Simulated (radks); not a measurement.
All-electron atom: Cr I in [Ar] 3d5 4s1. Method: scalar-relativistic Kohn-Sham, LDA (Slater exchange, VWN5 correlation), spin-polarised, spherical densities, finite nucleus; open shells are filled with parallel spins first; Fermi nuclear charge, rms radius 3.6452 fm; hard spherical wall at 2 bohr; computed with a radial shooting solver on a logarithmic mesh with Libxc functionals. Some entries of the table are withheld. Estimate them.

orbital,occ.,eigenvalue (eV),<r^2> (bohr^2),r(max) (bohr)
1s up,1,-5808.036,0.005452,0.04169
1s down,1,-5807.515,0.005452,0.04169
2s up,1,-610.4354,0.1029,0.2444
2s down,1,-607.5579,0.1024,0.2441
2p up,3,-504.5790,0.08429,0.1980
2p down,3,-502.2502,0.08372,0.1978
3s up,1,-34.8559,0.9119,0.7992
3s down,1,-28.5712,0.9182,0.8017
3p up,3,-6.0656,0.9729,0.8256
3p down,3,0.1324,0.9805,0.8295
3d up,5,41.1569,1.029,0.8518
3d down,0,47.3969,1.041,0.8646
4s up,1,(1),1.650,1.475
4s down,0,(2),1.650,1.478
4p up,0,122.5776,(3),1.489
4p down,0,128.0890,(4),1.492
4d up,0,145.0072,(5),1.493
4d down,0,150.6367,(6),1.496
5s up,0,324.6118,1.563,1.684
5s down,0,329.7468,1.562,1.685

Answer. 
(1) 4s up eigenvalue (eV): 105.4557
(2) 4s down eigenvalue (eV): 110.9363
(3) 4p up <r^2> (bohr^2): 1.591
(4) 4p down <r^2> (bohr^2): 1.590
(5) 4d up <r^2> (bohr^2): 1.434
(6) 4d down <r^2> (bohr^2): 1.428
